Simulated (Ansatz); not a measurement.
Ansatz (a program for electronic structure) input (CCSD(T)/aug-cc-pVDZ):

Ansatz 0.2 input:
```yaml
crystal:
  periodic: [false, false, false]
  atoms:
    - {symbol: C, position_ang: [1.98961113, -1.21143039, -0.43394223]}
    - {symbol: C, position_ang: [1.67721269, -0.01083572, 0.40255234]}
    - {symbol: C, position_ang: [0.46472078, 0.63852387, 0.56760439]}
    - {symbol: C, position_ang: [-0.80640109, 0.35765503, 0.08475345]}
    - {symbol: C, position_ang: [-1.92536942, 1.31988098, 0.34084552]}
    - {symbol: C, position_ang: [-1.18085886, -0.85109087, -0.71915316]}
    - {symbol: H, position_ang: [1.48674854, -1.18812755, -1.40167306]}
    - {symbol: H, position_ang: [3.06289430, -1.27660073, -0.61749405]}
    - {symbol: H, position_ang: [1.69623759, -2.14740734, 0.05722968]}
    - {symbol: H, position_ang: [2.51321619, 0.41082902, 0.94838165]}
    - {symbol: H, position_ang: [0.52195974, 1.53412687, 1.18136601]}
    - {symbol: H, position_ang: [-2.36173263, 1.67489404, -0.60085248]}
    - {symbol: H, position_ang: [-2.74290084, 0.84020552, 0.89174546]}
    - {symbol: H, position_ang: [-1.59655367, 2.19072307, 0.90770948]}
    - {symbol: H, position_ang: [-1.16150918, -0.63648315, -1.79525590]}
    - {symbol: H, position_ang: [-0.52786322, -1.70071584, -0.54167206]}
    - {symbol: H, position_ang: [-2.20398813, -1.15766109, -0.48544673]}
basis:
  gaussian:
    orbitals: aug-cc-pVDZ
magnetization: {spin_polarized: true, initial_magnetization: 1}
correlation: {method: ccsd_t, electrons: outside_noble_gas}
output: {forces: true}
```

End of the output:

```
Atom 3 at    -0.806401     0.357655     0.084753 Å, force    -0.374584    -0.148317    -0.140354 eV/Å
Atom 4 at    -1.925369     1.319881     0.340846 Å, force    -0.110677     0.051326    -0.005668 eV/Å
Atom 5 at    -1.180859    -0.851091    -0.719153 Å, force    -0.003222    -0.033495    -0.115921 eV/Å
Atom 6 at     1.486749    -1.188128    -1.401673 Å, force    -0.223326     0.035894    -0.444536 eV/Å
Atom 7 at     3.062894    -1.276601    -0.617494 Å, force     0.467574    -0.007406    -0.084594 eV/Å
Atom 8 at     1.696238    -2.147407     0.057230 Å, force    -0.127051    -0.367407     0.216358 eV/Å
Atom 9 at     2.513216     0.410829     0.948382 Å, force     0.396809     0.211019     0.270445 eV/Å
Atom 10 at     0.521960     1.534127     1.181366 Å, force     0.030106     0.415785     0.285930 eV/Å
Atom 11 at    -2.361733     1.674894    -0.600852 Å, force    -0.156903     0.141882    -0.403550 eV/Å
Atom 12 at    -2.742901     0.840206     0.891745 Å, force    -0.322531    -0.219086     0.239552 eV/Å
Atom 13 at    -1.596554     2.190723     0.907709 Å, force     0.159777     0.395496     0.260178 eV/Å
Atom 14 at    -1.161509    -0.636483    -1.795256 Å, force     0.015973     0.105334    -0.439091 eV/Å
Atom 15 at    -0.527863    -1.700716    -0.541672 Å, force     0.307321    -0.408761     0.108907 eV/Å
Atom 16 at    -2.203988    -1.157661    -0.485447 Å, force    -0.437310    -0.134510     0.126822 eV/Å
Dipole moment:    -0.057571    -0.051971    -0.057416 e Å
```

It need not be the lowest isomer of its formula.

The determinant is spin-contaminated: <S^2> is 0.95 against 0.75 for a pure state.
